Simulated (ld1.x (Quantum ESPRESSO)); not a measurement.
## What one change does to a pseudopotential (boron (B), TM)

ld1.x (Quantum ESPRESSO) 7.5 input, shortened:

```
&input
   title='B', zed=5., rel=1, dft='WC', iswitch=3,
   config='[He] 2s2 2p1 3d-2'
 /
 &inputp
   pseudotype=2, tm=.true., lloc=2,
   nlcc=.true., new_core_ps=.true., rcore=0.65
 /
3
2S  1  0   2.00   0.00  1.20  1.20  0.0
2P  2  1   1.00   0.00  2.20  2.20  0.0
3D  3  2  -2.00   0.35  1.80  1.80  0.0
 &test
   configts(1)='2s2 2p1'
 /
```

Change: wave 3d channel at 0.35 Ry: rc 1.80 bohr becomes 3d channel at 0.35 Ry: rc 1.18 bohr.

Cutoffs: the cutoffs (Ry, on a coarse ladder) from which the occupation-weighted sum of valence levels, in a spherical-Bessel basis at the reference potential, stays within 10 and 1 mRy of its value at 400 Ry; they do not see the model core or the augmentation charge, which bear on the density cutoff. Errors are all-electron minus pseudo energies relative to the spin-unpolarised reference configuration.

Question: Predict the effect on cutoff, ghosts and configuration errors.

Answer: The potential gets neither clearly harder nor softer (21 Ry and 55 Ry → 21 Ry and 55 Ry); the s channel sets the loose cutoff, while the largest relative change is in p, which becomes softer; the errors of the 7 common tests hardly move; neither file shows a bound ghost.

```tsv
quantity	base	changed
cutoff, loose	21 Ry	21 Ry
cutoff, tight	55 Ry	55 Ry
loose cutoff by channel (10 mRy a level)	s 18 Ry, p 18 Ry	s 18 Ry, p 15 Ry
bound ghosts	none	none
error for 2s2 2p0, meV [ΔE 8.15 eV]	+24	+24
error for 2s1 2p0, meV [ΔE 33.45 eV]	+99	+100
error for 2s2 2p0.5, meV [ΔE 2.86 eV]	+3.0	+3.0
error for 2s1 2p1, meV [ΔE 14.29 eV]	-8.1	-8.1
error for 2s2 2p1.3, meV [ΔE -0.72 eV]	+0.3	+0.3
error for 2s0 2p3, meV [ΔE 11.69 eV]	-14	-14
error for 2s1 2p2, meV [ΔE 5.84 eV]	-3.6	-3.6
s: phases at 2.39 bohr within 0.05 rad from the reference energy up to (Ry; the scan ends near 5)	2.4	2.3
p: phases at 2.39 bohr within 0.05 rad from the reference energy up to (Ry; the scan ends near 5)	2.1	2.1
d: phases at 2.39 bohr within 0.05 rad from the reference energy up to (Ry; the scan ends near 5)	to the end of the scan	to the end of the scan
```
